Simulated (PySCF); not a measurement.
# Core-level binding energies of (HBe-mu-F)2

Species: (HBe-mu-F)2.
Z-matrix (Å and degrees, PBE0-D3(BJ)/def2-SVP geometry), rows numbered from 1:
```
Be
H   1  1.3327
F   1  1.5940  2  135.62
Be  3  1.5926  1   91.40  2   179.94
H   4  1.3327  3  136.03  1   179.94
F   1  1.5929  2  135.75  3   179.91
```

Method used: delta-SCF UKS SCAN, pcX-2 on the ionised atom, pcseg-1 elsewhere, spin-free X2C in PySCF. These are vertical core ionisation energies against the vacuum level, from separate self-consistent calculations with and without the core hole.

Problem. What binding energy does each computed site have?

Solution. 
```tsv
atom(s)	environment	level	binding energy (eV)	count
Be1/Be4	beryllium bonded to 2 F and H	Be 1s	122.67	2
F3/F6	fluorine bonded to 2 Be	F 1s	694.12	2
```

Problem. Which photon wavelength matches the F 1s of F3/F6 threshold?

Solution. λ = hc/E = 12398.42 eV Å / 694.12 eV = 17.862 Å.

Atoms equivalent by their bonding share one computed value, that of the first of them. The structure is a single PBE0-D3(BJ)/def2-SVP conformer in the gas phase; no vibrational or solvent corrections.

On one thread of an Arm Neoverse V1, on a shared host, this took 3.1 s wall.
